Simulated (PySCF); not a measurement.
C2H2Cl2, SMILES Cl/C=C/Cl. Geometry: TPSSh-D3(BJ)/def2-SVP.

Computed with PySCF with TPSSh-D3(BJ)/def2-SVP.

Harmonic wavenumbers (cm⁻¹): 215, 231, 350, 777, 827, 851, 923, 1198, 1279, 1649, 3224, 3229. Rotational constants (GHz): 52.42, 1.503, 1.461; symmetry number 2.

Question: Work out the zero-point energy and the ideal-gas rigid-rotor harmonic-oscillator thermochemistry at 298.15 K and 1 atm.

Answer: ZPE = ½ Σ hcν = ½ × 14752 cm⁻¹ = 88.24 kJ/mol. H − E(el) = 102.66 kJ/mol. Entropy in J/(mol K): translation 165.79, rotation 100.67, vibration 24.39, total 290.85. G − E(el) = 15.94 kJ/mol. Cp = 66.45 J/(mol K).
